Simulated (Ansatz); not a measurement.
Basis sets compared for K₂S₂⁻. Total charge -1; doublet. Geometry r2SCAN-D4/def2-TZVPD. Ansatz on 4 threads of Arm Neoverse V1 on a shared host; times are rough, and most runs start from earlier orbitals.

```xyz
4

K    -2.195   -0.386   -0.675
K     2.099   -0.976   -0.254
S     0.217    1.275   -0.424
S    -0.121    0.087    1.353
```

The 6-31G sets use Cartesian d functions. B3LYP takes the VWN-RPA correlation. At PBE-D4/def2-SVPD, PBE-D4/def2-TZVPD, B3LYP-D4/6-31G, B3LYP-D4/def2-TZVPD and others the highest occupied level of the charge -1 doublet lies above zero (up to 0.56 eV). By energy differences its removal costs 0.57 eV (vertical, to the charge 0 singlet, at PBE-D4/def2-TZVPD); a positive level beside a positive removal energy at the same level points to self-interaction error. The structure comes from a short search, and lower isomers may exist.

| level | functions | energy (Eh) | HOMO (eV) | LUMO (eV) | wall time |
| --- | --- | --- | --- | --- | --- |
| PBE-D4/def2-SVPD | 108 | -1995.1875 | 0.54 | 0.73 | 3 s |
| B3LYP-D4/6-31G | 84 | -1996.2783 | 0.46 | 1.02 | 3.7 s |
| PBE0-D4/def2-SVPD | 108 | -1995.3472 | 0.29 | 0.98 | 4.6 s |

Problem. Estimate the rows for PBE-D4/def2-TZVPD, B3LYP-D4/def2-TZVPD, PBE0-D4/def2-TZVPD (with forces).

Solution. 
```tsv
level	functions	energy (Eh)	HOMO (eV)	LUMO (eV)	wall time
PBE-D4/def2-TZVPD	164	-1995.6090	0.56	0.74	5 s
B3LYP-D4/def2-TZVPD	164	-1996.4460	0.40	0.96	7 s
PBE0-D4/def2-TZVPD (with forces)	164	-1995.7631	0.31	0.98	8 s
```
